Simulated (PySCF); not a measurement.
C₄H₅FO₂, SMILES C1(O[C@H](OC=1)C)F.

Geometry optimised at PBE-D3(BJ)/def2-SVP. The structure was generated by enumeration; whether it is a known compound was not checked. Other conformers were not sampled.

Vertical ionisation energy (IE) and electron affinity (EA) in eV. Rows of orbital energies are one-electron estimates. Where ΔSCF, EOM or ADC give a negative EA the extra electron is unbound and the value depends on the basis.

```tsv
level	IE	EA
−ε(HOMO), −ε(LUMO), HF/def2-TZVP (PySCF)	8.89	-4.00
−ε(HOMO), −ε(LUMO), PBE/def2-TZVP (PySCF)	4.59	0.03
```
